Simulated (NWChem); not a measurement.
Species: CH3ClHfO; SMILES [CH3][Hf](=[O])[Cl]

All runs: NWChem. Coordinates come from a PBE0/def2-SVP optimisation. def2 effective core potentials on Hf; no spin-orbit coupling. Level B3LYP/def2-SVP: energy and gradient on several grids; changes count from the extra-fine grid, which is no exact limit either.

**Question.** Which is the coarsest grid (medium; coarse; xcoarse; fine; xfine) from which on the energy stays within 500 μHa and each gradient component within 500 μHa/bohr of xfine?

**Answer.** coarse.
| grid | size of the energy change (μHa) | largest change of a gradient component (μHa/bohr) |
|---|---|---|
| xcoarse | 600 | 3000 |
| coarse | < 10 | 200 |
| medium | < 10 | 30 |
| fine | < 10 | < 30 |
| xfine | < 10 | < 30 |
